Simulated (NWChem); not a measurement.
The numbers come from NWChem runs, not from measurements. System: CHO$_{2}$, charge 0, spin multiplicity 2, at a geometry optimised with UPBE/def2-SVP. The structure started from a generated list of species. Its SCF solution wasn't tested for a lower state. Level: UHF/def2-TZVP.

Part of the output:

```
             Northwest Computational Chemistry Package (NWChem) 7.3.0
             --------------------------------------------------------

                                NWChem Input Module
                                -------------------

 Scaling coordinates for geometry "geometry" by  1.889725989
 (inverse scale =  0.529177249)

 Turning off AUTOSYM since
 SYMMETRY directive was detected!

                             Geometry "geometry" -> ""
                             -------------------------

 Output coordinates in angstroms (scale by  1.889725989 to convert to a.u.)

  No.       Tag          Charge          X              Y              Z
 ---- ---------------- ---------- -------------- -------------- --------------
    1 O                    8.0000    -1.17528800     0.00000000    -0.16528200
    2 C                    6.0000     0.00000000     0.00000000     0.20921200
    3 O                    8.0000     1.17528800     0.00000000    -0.16528200
    4 H                    1.0000     0.00000000     0.00000000     1.38923600

 Effective nuclear repulsion energy (a.u.)      62.6275220578

            Nuclear Dipole moment (a.u.)
            ----------------------------
        X                 Y               Z
 ---------------- ---------------- ----------------
     0.0000000000     0.0000000000    -0.0000075589

      Symmetry information
      --------------------

 Group name             C2v
 Group number             16
 Group order               4
 No. of unique centers     3

      Symmetry unique atoms

     1    2    4


 Summary of "ao basis" -> "" (spherical)
 ------------------------------------------------------------------------------
       Tag                 Description            Shells   Functions and Types
 ---------------- ------------------------------  ------  ---------------------
 *                         def2-tzvp                  on all atoms

 Summary of "ao basis" -> "ao basis" (spherical)
 ------------------------------------------------------------------------------
       Tag                 Description            Shells   Functions and Types
 ---------------- ------------------------------  ------  ---------------------
 O                         def2-tzvp                11       31   5s3p2d1f
 C                         def2-tzvp                11       31   5s3p2d1f
 H                         def2-tzvp                 4        6   3s1p

                                 NWChem SCF Module
                                 -----------------

  ao basis        = "ao basis"
  functions       =    99
  atoms           =     4
  alpha electrons =    12
  beta  electrons =    11
  charge          =   0.00
  wavefunction    = UHF
  use symmetry    = T
  symmetry adapt  = T

 Summary of "ao basis" -> "ao basis" (spherical)
 ------------------------------------------------------------------------------
       Tag                 Description            Shells   Functions and Types
 ---------------- ------------------------------  ------  ---------------------
 O                         def2-tzvp                11       31   5s3p2d1f
 C                         def2-tzvp                11       31   5s3p2d1f
 H                         def2-tzvp                 4        6   3s1p

      Symmetry analysis of basis
      --------------------------

        a1         39
        a2         13
        b1         29
        b2         18

 Forming initial guess at       0.1s

   Symmetry analysis of molecular orbitals - initial alpha
   -------------------------------------------------------

  Numbering of irreducible representations:

     1 a1          2 a2          3 b1          4 b2

  Orbital symmetries:

     1 b1          2 a1          3 a1          4 a1          5 b1
     6 a1          7 a1          8 b1          9 b2         10 b1
    11 a2         12 a1         13 b2         14 a1         15 a1
    16 b1         17 b2         18 a1         19 a1         20 a1
    21 a1         22 b1

   Symmetry analysis of molecular orbitals - initial beta
   ------------------------------------------------------

  Numbering of irreducible representations:

     1 a1          2 a2          3 b1          4 b2
[...]
    96      2.915649  4 H  s                 36     -1.721741  2 C  s
    45     -1.153872  2 C  pz                95     -0.417457  4 H  s
    39     -0.221878  2 C  pz                35     -0.202577  2 C  s
    14      0.189349  1 O  pz                76      0.189349  3 O  pz

 Vector   15  Occ=0.000000D+00  E= 2.001748D-01  Symmetry=a1
              MO Center= -2.0D-16,  5.7D-16, -4.0D-01, r^2= 4.5D+00
   Bfn.  Coefficient  Atom+Function         Bfn.  Coefficient  Atom+Function
  ----- ------------  ---------------      ----- ------------  ---------------
    36      3.947175  2 C  s                  5     -1.944699  1 O  s
    67     -1.944699  3 O  s                 96     -0.850790  4 H  s
    12     -0.729027  1 O  px                35      0.729323  2 C  s
    74      0.729027  3 O  px                45     -0.481711  2 C  pz
    55      0.257588  2 C  d  2              42     -0.253415  2 C  pz

                     UHF Final Beta Molecular Orbital Analysis
                     -----------------------------------------

 Vector    9  Occ=1.000000D+00  E=-6.609962D-01  Symmetry=b2
              MO Center= -5.7D-15, -1.0D-15, -4.1D-02, r^2= 1.5D+00
   Bfn.  Coefficient  Atom+Function         Bfn.  Coefficient  Atom+Function
  ----- ------------  ---------------      ----- ------------  ---------------
     7      0.256086  1 O  py                69      0.256086  3 O  py
    38      0.245210  2 C  py                10      0.232658  1 O  py
    72      0.232658  3 O  py                41      0.223691  2 C  py

 Vector   10  Occ=1.000000D+00  E=-5.032574D-01  Symmetry=a2
              MO Center=  2.8D-15,  2.5D-16, -1.4D-01, r^2= 1.9D+00
   Bfn.  Coefficient  Atom+Function         Bfn.  Coefficient  Atom+Function
  ----- ------------  ---------------      ----- ------------  ---------------
     7      0.325688  1 O  py                69     -0.325688  3 O  py
    10      0.292320  1 O  py                72     -0.292320  3 O  py
    13      0.200876  1 O  py                75     -0.200876  3 O  py

 Vector   11  Occ=1.000000D+00  E=-4.126080D-01  Symmetry=b1
              MO Center=  1.0D-14, -9.3D-17, -1.1D-01, r^2= 2.0D+00
   Bfn.  Coefficient  Atom+Function         Bfn.  Coefficient  Atom+Function
  ----- ------------  ---------------      ----- ------------  ---------------
     8      0.284297  1 O  pz                70     -0.284297  3 O  pz
    11      0.252562  1 O  pz                73     -0.252562  3 O  pz
    14      0.202883  1 O  pz                76     -0.202883  3 O  pz

 Vector   12  Occ=0.000000D+00  E=-5.655997D-02  Symmetry=a1
              MO Center= -4.9D-15, -4.8D-17,  3.0D-01, r^2= 2.5D+00
   Bfn.  Coefficient  Atom+Function         Bfn.  Coefficient  Atom+Function
  ----- ------------  ---------------      ----- ------------  ---------------
    96      0.553539  4 H  s                  8     -0.250302  1 O  pz
    70     -0.250302  3 O  pz                14     -0.246344  1 O  pz
    76     -0.246344  3 O  pz                11     -0.238797  1 O  pz
    73     -0.238797  3 O  pz                95      0.210770  4 H  s
     5     -0.208826  1 O  s                 67     -0.208826  3 O  s

 Vector   13  Occ=0.000000D+00  E= 1.507464D-01  Symmetry=b2
              MO Center= -2.3D-15,  2.8D-15,  2.4D-01, r^2= 2.2D+00
   Bfn.  Coefficient  Atom+Function         Bfn.  Coefficient  Atom+Function
  ----- ------------  ---------------      ----- ------------  ---------------
    44      0.869840  2 C  py                13     -0.462959  1 O  py
    75     -0.462959  3 O  py                41      0.349372  2 C  py
    38      0.315075  2 C  py                 7     -0.226776  1 O  py
    69     -0.226776  3 O  py                10     -0.181180  1 O  py
    72     -0.181180  3 O  py

 Vector   14  Occ=0.000000D+00  E= 1.729186D-01  Symmetry=a1
              MO Center= -8.3D-16, -4.3D-15,  1.8D+00, r^2= 2.8D+00
   Bfn.  Coefficient  Atom+Function         Bfn.  Coefficient  Atom+Function
  ----- ------------  ---------------      ----- ------------  ---------------
    96      2.861509  4 H  s                 36     -1.852051  2 C  s
    45     -1.017917  2 C  pz                95     -0.536041  4 H  s
    35     -0.288140  2 C  s                 14      0.251622  1 O  pz
    76      0.251622  3 O  pz                39     -0.224956  2 C  pz

 center of mass
 --------------
 x =   0.00000000 y =   0.00000000 z =  -0.05781565

 moments of inertia (a.u.)
 ------------------
          11.792002729209           0.000000000000           0.000000000000
           0.000000000000         169.588759122592           0.000000000000
           0.000000000000           0.000000000000         157.796756393383

  Mulliken analysis of the total density
  --------------------------------------

    Atom       Charge   Shell Charges
 -----------   ------   -------------------------------------------------------
    1 O    8     8.33   0.79  1.18  0.59  0.96  0.33  1.80  1.91  0.73  0.00  0.03  0.00
    2 C    6     5.56   0.86  1.12  0.54  0.46  0.04  1.13  0.96  0.14  0.07  0.22  0.03
    3 O    8     8.33   0.79  1.18  0.59  0.96  0.33  1.80  1.91  0.73  0.00  0.03  0.00
    4 H    1     0.77   0.22  0.43  0.10  0.02

  Mulliken analysis of the alpha density
  --------------------------------------

    Atom       Charge   Shell Charges
 -----------   ------   -------------------------------------------------------
    1 O    8     4.39   0.40  0.59  0.30  0.49  0.16  1.02  1.05  0.36  0.00  0.01  0.00
    2 C    6     2.65   0.43  0.56  0.26  0.20  0.02  0.54  0.43  0.05  0.04  0.11  0.01
    3 O    8     4.39   0.40  0.59  0.30  0.49  0.16  1.02  1.05  0.36  0.00  0.01  0.00
    4 H    1     0.58   0.16  0.33  0.08  0.01

   Mulliken analysis of the beta density
   -------------------------------------

    Atom       Charge   Shell Charges
 -----------   ------   -------------------------------------------------------
    1 O    8     3.94   0.40  0.59  0.29  0.47  0.17  0.78  0.85  0.37  0.00  0.02  0.00
    2 C    6     2.91   0.43  0.56  0.28  0.26  0.02  0.60  0.53  0.09  0.03  0.11  0.01
    3 O    8     3.94   0.40  0.59  0.29  0.47  0.17  0.78  0.85  0.37  0.00  0.02  0.00
    4 H    1     0.20   0.06  0.11  0.02  0.01

   Mulliken analysis of the spin density
   -------------------------------------

    Atom       Charge   Shell Charges
 -----------   ------   -------------------------------------------------------
    1 O    8     0.44   0.00 -0.00  0.01  0.02 -0.01  0.24  0.20 -0.01 -0.00 -0.00 -0.00
    2 C    6    -0.27  -0.00  0.00 -0.02 -0.06 -0.00 -0.06 -0.10 -0.04  0.01 -0.00  0.00
    3 O    8     0.44   0.00 -0.00  0.01  0.02 -0.01  0.24  0.20 -0.01 -0.00 -0.00 -0.00
    4 H    1     0.38   0.10  0.22  0.06 -0.00

       Multipole analysis of the density wrt the origin
       ------------------------------------------------

     L   x y z        total         alpha         beta         nuclear
     -   - - -        -----         -----         ----         -------
     0   0 0 0     -0.000000    -12.000000    -11.000000     23.000000

     1   1 0 0     -0.000000      0.000000     -0.000000      0.000000
     1   0 1 0      0.000000      0.000000     -0.000000      0.000000
     1   0 0 1      0.742898      0.156288      0.586618     -0.000008

     2   2 0 0    -16.062071    -49.556564    -45.428993     78.923486
     2   1 1 0      0.000000      0.000000     -0.000000      0.000000
     2   1 0 1      0.000000     -0.000000      0.000000      0.000000
     2   0 2 0    -11.952076     -6.038068     -5.914008      0.000000
     2   0 1 1      0.000000      0.000000     -0.000000      0.000000
     2   0 0 2    -10.331571    -11.491874     -8.230470      9.390774

 Task  times  cpu:        1.9s     wall:        1.9s

 Total times  cpu:        1.9s     wall:        1.9s
```

Write an NWChem input that would produce this output.

This is not unique; one that fits is 
```
start mol
memory heap 200 mb stack 900 mb global 1100 mb
geometry units angstroms nocenter noautoz
  O     -1.175288     0.000000    -0.165282
  C      0.000000     0.000000     0.209212
  O      1.175288     0.000000    -0.165282
  H      0.000000     0.000000     1.389236
  symmetry group C2v
end
basis spherical
  * library def2-tzvp
end
scf
  uhf
  nopen 1
  maxiter 100
  thresh 1e-7
  semidirect memsize 60000000 filesize 0
  # guess.movecs holds the orbitals of an unrestricted PBE0 run
  vectors input guess.movecs output mol.movecs
end
task scf energy
```
